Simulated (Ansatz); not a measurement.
A run for Ansatz (a first-principles code): R-SVWN5/def2-TZVPP on CH5NOSi (SMILES CO[Si]N), a point of a torsion scan.

Ansatz 0.2 input:
```yaml
crystal:
  periodic: [false, false, false]
  atoms:
    - {symbol: C, position_ang: [-1.68380629, -0.12221657, 0.24246690]}
    - {symbol: O, position_ang: [-0.66699992, 0.64515700, -0.28895218]}
    - {symbol: Si, position_ang: [-0.69971503, 2.24628994, -0.70178998]}
    - {symbol: N, position_ang: [0.91812918, 2.30103087, -1.24060062]}
    - {symbol: H, position_ang: [-2.60221024, 0.45665798, 0.38607548]}
    - {symbol: H, position_ang: [-1.37021623, -0.52493249, 1.21079360]}
    - {symbol: H, position_ang: [-1.90008471, -0.95871929, -0.42957680]}
    - {symbol: H, position_ang: [1.35464300, 3.12947758, -1.60199118]}
    - {symbol: H, position_ang: [1.53352353, 1.49893026, -1.22872924]}
basis:
  gaussian:
    orbitals: def2-TZVPP
hamiltonian:
  xc: {name: SVWN5}
scf: {lower_state_search: off}
```

The head of its log:

```
WARN ansatz: RAYON_NUM_THREADS=1 ignored (pool sized by the plan → 1); use --threads N
Functional definition: SVWN5
these checks for a lower state are left out or cut short: stability, starts, cluster_reference, orbital_swaps, neighbouring_geometries, increment
integrals: 0.10 GiB planned
1069 factors; their error is unknown
mean field: 0.79 GiB planned
mean field evaluation 1: about -12450.2288 eV, gradient 9.6e1 eV
mean field evaluation 2: about -12375.2398 eV, gradient 1.9e2 eV
```

Task: Predict the final total energy.

Result: -458.1906 hartree.
